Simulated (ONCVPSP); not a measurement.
## Ru (Z = 44): one change to an ONCV potential, before and after

Ru (Z = 44), optimised norm-conserving Vanderbilt (ONCV), made with ONCVPSP 4.0.1 (PBE, fully relativistic). Core [Kr], reference 4d7 5s1. Waves: 5s: rc 2.35 bohr, ncon 5, nbas 10, qcut 2.5 1/bohr, 2 projectors, debl 3.7 Ha; p scattering state at 0.14 Ha: rc 2.30 bohr, ncon 3, nbas 7, qcut 3.2 1/bohr, 2 projectors, debl 2.8 Ha; 4d: rc 1.40 bohr, ncon 3, nbas 7, qcut 7.9 1/bohr, 2 projectors, debl 3.1 Ha. Local part: polynomial inside 1.10 bohr (lpopt 5, dvloc0 -1 Ha). Core correction: Teter function, parameters optimised by the program.

Open shells are filled in proportion to 2j + 1.

All-electron outer shells of the reference configuration (PBE, scalar-relativistic, ld1.x):

```json
{"shell": "4p", "level (eV)": "-46.42", "outermost node (bohr)": "0.49", "outermost maximum (bohr)": "0.98"}
{"shell": "4d", "level (eV)": "-5.20", "outermost node (bohr)": "0.48", "outermost maximum (bohr)": "1.21"}
{"shell": "5s", "level (eV)": "-4.24", "outermost node (bohr)": "1.24", "outermost maximum (bohr)": "2.73"}
```

Change: p: ncon 5, nbas 9.

Cutoffs: the cutoffs (Ha) at which the residual kinetic energy of the hardest occupied pseudo-wave falls to 1 and 0.1 mHa per electron; they do not see the model core or the augmentation charge, which bear on the density cutoff. Errors are all-electron minus pseudo energies relative to the spin-unpolarised reference configuration.

Problem. How do hardness, ghosts and transferability respond?

Solution. The potential gets neither clearly harder nor softer (24 Ha and 29 Ha → 24 Ha and 29 Ha); both files keep a bound ghost (p, s); the lowest positive-energy flag moves from s at 115.3 eV to p1/2 at 18.0 eV; the errors of the 4 common tests hardly move; the range in which the p1/2 phases agree narrows (upper end 3.9 → 0.4).

```csv
quantity,base,changed
"cutoff, loose",24 Ha,24 Ha
"cutoff, tight",29 Ha,29 Ha
bound ghosts,"s, p3/2, p1/2","s, p3/2"
GHOST(+) flags under 300 eV,s at 115.3 eV,"p1/2 at 18.0 eV, s at 115.3 eV"
"error for 4d7 5s0, meV [ΔE 7.29 eV]",-95,-95
"error for 4d6 5s0, meV [ΔE 25.48 eV]",-335,-335
"error for 4d5 5s0, meV [ΔE 56.10 eV]",-944,-944
"error for 4d6 5s2, meV [ΔE 1.70 eV]",-98,-98
s: phases at 2.39 bohr within 0.05 rad from the reference energy up to (Ha; the scan ends near 5),3.8,3.8
p3/2: phases at 2.34 bohr within 0.05 rad from the reference energy up to (Ha; the scan ends near 5),3.9,4.5
p1/2: phases at 2.34 bohr within 0.05 rad from the reference energy up to (Ha; the scan ends near 5),3.9,0.4
d5/2: phases at 1.42 bohr within 0.05 rad from the reference energy up to (Ha; the scan ends near 5),to the end of the scan,to the end of the scan
d3/2: phases at 1.42 bohr within 0.05 rad from the reference energy up to (Ha; the scan ends near 5),to the end of the scan,to the end of the scan
"rms error of d²Exc/dni dnj with the model core, mHa",0.16,0.16
```

Changed file: The cutoffs count occupied waves only; projector 2 of the p channel, the hardest unoccupied one, needs 64 Ha at the loose tolerance. A true bound ghost makes a file unfit for plane-wave use even where its test errors are small: the radial tests pick states by their node count and pass the ghost by.
